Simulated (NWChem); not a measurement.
System: C$_{2}$H$_{5}$BN$_{2}$O; SMILES CB(N)OC#N

```xyz
11

C     -0.7192     2.1897    -0.0022
B      0.0453     0.8199     0.0043
N      1.4288     0.6483     0.0026
O     -0.7924    -0.3465     0.0045
C     -0.2819    -1.5319    -0.0011
N      0.1641    -2.6098    -0.0058
H     -1.2878     2.3084    -0.9339
H     -1.4516     2.2321     0.8134
H     -0.0520     3.0524     0.0949
H      1.8839    -0.2570    -0.0005
H      2.0665     1.4307     0.0031
```
Atoms are numbered in this order, from 1.

Level: B3LYP/6-31G* (spherical d) (NWChem), optimised geometry, unscaled harmonic frequencies. B3LYP is NWChem's, with the RPA form of VWN correlation.

List the harmonic frequencies with IR intensities, and the thermochemistry.


| frequency (cm⁻¹) | IR intensity (km/mol) |
|---|---|
| 94 | 0.0 |
| 104 | 1.9 |
| 136 | 7.0 |
| 300 | 1.1 |
| 410 | 1.5 |
| 450 | 0.8 |
| 513 | 181.4 |
| 520 | 19.1 |
| 569 | 1.2 |
| 618 | 33.9 |
| 761 | 12.4 |
| 867 | 3.9 |
| 882 | 4.2 |
| 927 | 22.6 |
| 1140 | 6.0 |
| 1260 | 443.9 |
| 1369 | 105.5 |
| 1430 | 126.7 |
| 1498 | 4.0 |
| 1512 | 1.4 |
| 1672 | 193.9 |
| 2369 | 182.1 |
| 3046 | 1.4 |
| 3103 | 9.7 |
| 3127 | 20.4 |
| 3579 | 39.2 |
| 3685 | 36.3 |

```json
{
 "zero_point_energy": "51.4 kcal/mol",
 "thermal correction to the enthalpy at 298.15 K (with zero-point energy)": "56.4 kcal/mol",
 "heat capacity Cv": "23.8 cal/(mol K)",
 "entropy at 298.15 K and 1 atm (symmetry number 1)": "81.7 cal/(mol K)",
 "dipole_moment": "4.47 D"
}
```

Rigid rotor and harmonic oscillator; modes under 100 cm⁻¹ make the entropy uncertain.
